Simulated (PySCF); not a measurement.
# How methods differ on the excitation energy of V

V [Ar] 3d3 4s2 (4F) → V [Ar] 3d2 4s2 5s1 (4F), as a difference of total energies. All numbers are calculated (PySCF 2.14, scalar relativity by spin-free X2C-1e, in aug-cc-pVDZ-DK). Correlated levels: valence: [Ar] frozen. The calculations carry no spin-orbit coupling.

```
           method  excitation energy (eV)
              UHF                   8.137
              LDA                   9.509
              PBE                   9.317
             PBE0                   9.186
           r2SCAN                   9.654
           revPBE                   9.300
           M06-2X                   8.726
          LC-wPBE                   9.312
            B3LYP                   9.183
    MP2 (valence)                   8.404
SCS-MP2 (valence)                   8.173
```

Q: How much does correlation contribute at MP2 (valence)?

A: 8.404 − (8.137) = 0.267 eV, measured against UHF.

A first-order spin-orbit estimate (lowest level to lowest level, LS coupling) adds -0.009 eV.

The upper state lies above the first ionisation limit, where it may autoionise and the basis confines it. A Rydberg-like electron needs more diffuse functions than a valence basis has.

The promoted electron is Rydberg-like, and one or two diffuse shells describe it only roughly, which tends to raise the upper state.
